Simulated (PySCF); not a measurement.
System: C$_{3}$H$_{3}$N$_{2}$, net charge 0, doublet state. It need not be the lowest isomer of its formula. 
Coordinates optimised at B3LYP-D3(BJ)/def2-TZVP (Ansatz):
```xyz
8

C      0.2122    -1.1759     0.2878
C      1.1826    -0.2068     0.0185
N      0.5801     0.9516    -0.2540
N     -0.7387     0.7028    -0.1548
C     -1.0180    -0.5844     0.1746
H      2.2563    -0.2783     0.0062
H     -1.3854     1.4538    -0.3243
H     -2.0211    -0.9533     0.2949
```
Charge 0, spin multiplicity 2.

Dispersion corrections to the total energy (kcal/mol) from the dftd3 and dftd4 libraries through PySCF: D3(BJ) without and D4 with the three-body term, each with the damping fitted for the functional named.

```csv
functional,D3(BJ),D4
CAM-B3LYP,-2.72,-3.04
r2SCAN,-0.97,?
revPBE,-10.11,-13.91
HF,-36.03,-15.65
B3LYP,-6.55,-6.05
B2PLYP,?,-2.58
PW6B95,?,-3.40
```

Task: Some entries are withheld; supply them.

Result: 
- r2SCAN, D4: -0.87
- B2PLYP, D3(BJ): -2.93
- PW6B95, D3(BJ): -1.70
